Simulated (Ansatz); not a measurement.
Isolated molecules relaxed with PBE0-D4/def2-TZVP in Ansatz; ΔE leaves out vibrations. CBS: MP2 limit from def2 TZ/QZ plus the TZ coupled-cluster correction, frozen cores. DFT in def2-TZVPP. def2 core potentials past Kr. For Sb outer-core shells are correlated without core-valence functions, which leaves a few kJ/mol of doubt a bond. One conformer a species, not always the lowest.

Consider the isomerisation: `[OH][SbH][CH2][SiH3]` → `OC[SiH2][SbH2]`.

```json
{"level": "ωB97X-V", "ΔE (kJ/mol)": "61.6"}
{"level": "PBE0", "ΔE (kJ/mol)": "46.4"}
```

(1) What does CCSD(T)/CBS give? (Best estimate.)

Largest T1 diagnostic among the species: 0.014.

Results:

(1) Computed: +70.7 kJ/mol. The listed levels differ from it by -9.1, -24.3 kJ/mol.

In def2-TZVPP, CCSD(T) changes the Hartree–Fock value by +4.1 kJ/mol (the triples alone add +1.3 kJ/mol) and MP2 by +13.4 kJ/mol.
